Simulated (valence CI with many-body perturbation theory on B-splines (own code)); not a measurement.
# Pr⁵⁴⁺: what each term of the Hamiltonian does

Computed by valence CI with perturbative core correlation (CI+MBPT): three valence electrons over a frozen Dirac-Fock core [He], a basis of 11 s, 11 p, 9 d, 7 f, 5 g, 2 h, 1 i functions for each j, with the one-electron correlation potential Σ1, the two-electron term Σ2, the three-electron term Σ3, Breit, model QED; selected CI, second order for the rest (own B-spline code, finite nucleus).

The last digits are not significant, and no measured levels were compared; by estimate large intervals hold to a few tenths of a per cent, small ones and those within an open d or f shell to about a per cent.

Each rung adds one term. CI alone is the Dirac-Coulomb CI over the frozen core; QED comes last and gives the full result, which names the levels. Energies are above (2s^2 2p1/2) J=1/2 on the same rung, in eV.

Levels are named by their leading jj configuration (3d3/2^4 stands for four electrons in 3d with j = 3/2), which in mixed levels can hold well under half, so a name can repeat and another be missing. Letters in brackets count levels of one name in rising energy.

```tsv
Level	CI alone	+ Σ1	+ Σ2	+ Σ3	+ Breit	Full
(2s 2p1/2^2) J=1/2	186.9	186.6	186.5	186.5	195.5	187.3
(2s^2 2p3/2) J=3/2	537.0	537.1	537.1	537.1	528.6	529.3
(2s 2p1/2 2p3/2) J=3/2 [a]	667.3	667.2	667.1	667.2	667.3	659.9
(2s 2p1/2 2p3/2) J=5/2	707.1	706.9	706.8	706.8	701.8	694.4
(2s 2p1/2 2p3/2) J=1/2	756.5	756.3	756.0	756.0	756.5	749.1
(2s 2p1/2 2p3/2) J=3/2 [b]	760.4	760.2	760.0	760.0	757.4	750.0
(2p1/2^2 2p3/2) J=3/2	957.2	956.8	956.4	956.4	963.7	948.2
(2s 2p3/2^2) J=5/2	1225.0	1225.0	1225.0	1224.9	1213.8	1207.3
(2s 2p3/2^2) J=1/2	1302.0	1302.0	1301.9	1301.9	1295.9	1289.4
(2s 2p3/2^2) J=3/2	1306.9	1306.9	1306.6	1306.6	1296.9	1290.3
(2p1/2 2p3/2^2) J=3/2	1458.0	1457.7	1457.3	1457.2	1456.4	1441.6
(2p1/2 2p3/2^2) J=5/2	1483.9	1483.6	1483.2	1483.2	1477.3	1462.5
(2p1/2 2p3/2^2) J=1/2	1519.7	1519.4	1519.1	1519.1	1519.9	1505.1
(2p3/2^3) J=3/2	2029.9	2029.7	2029.4	2029.3	2020.0	2006.1
(2s^2 3s) J=1/2	6333.2	6333.6	6333.5	6333.5	6320.4	6322.7
(2s^2 3p1/2) J=1/2	6397.3	6397.6	6397.6	6397.5	6386.9	6386.7
(2s 2p1/2 3s) J=1/2 [a]	6459.5	6459.7	6459.6	6459.6	6454.3	6448.6
(2s 2p1/2 3s) J=3/2	6482.1	6482.3	6482.2	6482.1	6474.4	6468.8
(2s 2p1/2 3s) J=1/2 [b]	6504.5	6504.6	6504.6	6504.5	6498.1	6492.3
```

(1) How does the ionisation energy move along the ladder, and which term matters most?

Results:

(1) CI alone 11272, + Σ1 11273, + Σ2 11272, + Σ3 11272, + Breit 11257, + QED 11257 eV. The largest step is Breit, -15 eV. NIST lists 11262 ± 5 eV (theoretical).
